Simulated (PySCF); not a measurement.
XPS shifts beside NMR shieldings

C₄H₁₀OSi.
Geometry (PBE0-D3(BJ)/def2-SVP, Å), atoms numbered from 1 in this order:
```xyz
16
C4H10OSi angstrom
C     -2.0725   -0.8920   -0.1709
C     -0.6475   -0.4390   -0.4537
C      0.4355   -1.2858    0.2374
C      1.7424   -0.4937    0.2308
O      1.4620    0.8613    0.5328
Si    -0.1178    1.2826    0.1385
H     -2.3002   -0.8425    0.9065
H     -2.2378   -1.9332   -0.4940
H     -2.8134   -0.2660   -0.6919
H     -0.4649   -0.4621   -1.5447
H      0.5633   -2.2709   -0.2427
H      0.1319   -1.4745    1.2829
H      2.4577   -0.8824    0.9731
H      2.2279   -0.5625   -0.7621
H     -0.1578    2.3447   -0.9112
H     -0.8551    1.7681    1.3450
```

Binding energies: delta-SCF UKS SCAN, pcX-2 on the ionised atom, pcseg-1 elsewhere, spin-free X2C in PySCF 2.14.0. Shieldings: GIAO CAM-B3LYP/pcSseg-2, non-relativistic, same geometry.

```json
{"atom": "C1", "isotropic shielding (ppm)": "166.9"}
{"atom": "C2", "isotropic shielding (ppm)": "160.8"}
{"atom": "C3", "isotropic shielding (ppm)": "141.4"}
{"atom": "C4", "isotropic shielding (ppm)": "110.2"}
```

What are the C 1s binding energies of these atoms?

```csv
atom,environment,C 1s (eV),isotropic shielding (ppm)
C2,sp3 carbon bound to silicon,290.21,160.8
C3,ring CH2 carbon,290.69,141.4
C1,methyl carbon,290.74,166.9
C4,sp3 carbon bound to oxygen,292.06,110.2
```

Among the listed atoms, is the one with the highest binding energy also the least shielded?

Yes: C4 has both (292.06 eV, 110.2 ppm).

By binding energy: C2 < C3 < C1 < C4. By shielding: C4 < C3 < C2 < C1.

The structure is a single PBE0-D3(BJ)/def2-SVP conformer in the gas phase; no vibrational or solvent corrections.
